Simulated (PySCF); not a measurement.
Polarisability and C₆ of Sc²⁺ (scandium, charge +2)

[Ar] 3d1, 2D determinant. Computed with PySCF 2.14 in aug-cc-pwCVTZ, with the non-relativistic Hamiltonian (point nucleus). Coupled (time-dependent) response in atomic units; α is the mean over directions.

```
method  mean α (bohr³)         α xx, yy, zz  C₆ (like pair)  S(−4)
   UHF           4.381  5.041, 5.041, 3.062           13.24  15.92
   PBE           5.110  6.035, 6.035, 3.261           15.00  31.67
```

S(−4) is the Cauchy moment in α(ω) = α(0) + S(−4) ω² + …

α(iu) at UHF:

```tsv
u (hartree)	α(iu) (bohr³)
0	4.381
0.0500	4.342
0.100	4.236
0.200	3.917
0.300	3.583
0.500	3.029
0.750	2.500
1.00	2.079
1.50	1.463
2.00	1.060
3.00	0.6147
5.00	0.2804
```

For an ion, C₆ is the dispersion term alone; charge-induced terms of lower order in 1/R come first.

The components differ because the open shell of this determinant is not spherical; for a pure term their mean is the scalar polarisability.
